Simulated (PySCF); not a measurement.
Stretching NaIn

Set-up: PySCF, scalar-relativistic core potentials, basis sets Na aug-cc-pVDZ, In aug-cc-pVDZ-PP with ECP28. Energies in eV from Na + In in their ground configurations at the same level. State: ¹Σ⁺ (singlet), closed shell.

Curves on a restricted Hartree–Fock reference rise too fast on stretching and do not dissociate correctly.

```csv
R (Å),RHF-CCSD(T),revPBE,RHF-CCSD,PBE
2.798,,-0.5135,,-0.6420
2.929,-0.6054,-0.6446,-0.5577,-0.7605
3.059,-0.6891,-0.7239,-0.6420,-0.8288
3.156,-0.7247,-0.7572,-0.6777,-0.8545
3.254,-0.7417,-0.7728,-0.6945,-0.8633
3.352,-0.7436,-0.7742,-0.6961,-0.8583
3.482,-0.7282,-0.7589,-0.6796,-0.8354
3.644,-0.6880,-0.7195,-0.6375,-0.7876
3.840,-0.6212,-0.6527,-0.5671,-0.7121
4.100,,-0.5458,,-0.5956
```

Question: Put a parabola through the three lowest points of the RHF-CCSD(T) curve and estimate Re, k and ωe (reduced mass 19.16 u; 1 eV/Å² = 0.16022 mdyn/Å; ωe = 1302.8·√(k/μ) cm⁻¹).

Answer: Through R = 3.254, 3.352, 3.482 Å the second-order coefficient is 0.605 eV/Å², so Re ≈ 3.319 Å, k ≈ 0.194 mdyn/Å and ωe ≈ 131 cm⁻¹. A polynomial fit of higher order to the unrounded RHF-CCSD(T) energies gives Re = 3.316 Å, k = 0.218 mdyn/Å, ωe = 139 cm⁻¹; anharmonicity and rounding make the difference.

The higher-order fit for each curve: RHF-CCSD(T): Re = 3.316 Å, ωe = 139 cm⁻¹, De = 0.74 eV; revPBE: Re = 3.313 Å, ωe = 136 cm⁻¹, De = 0.78 eV; RHF-CCSD: Re = 3.313 Å, ωe = 141 cm⁻¹, De = 0.70 eV; PBE: Re = 3.264 Å, ωe = 141 cm⁻¹, De = 0.86 eV.

Correlated steps freeze 5 core orbitals. Closed-shell solutions of metal pairs were not tested for spin polarisation, which can lower them a little. Correlated levels converge slowly with the basis: in double zeta they bind strong bonds too weakly, by up to about 1 eV, and carry superposition errors of some tenths. These are scalar-relativistic numbers at best; spin–orbit coupling would shift them, the dissociation energy most. Where the molecule has an RHF reference, its open-shell atoms are computed with UHF.
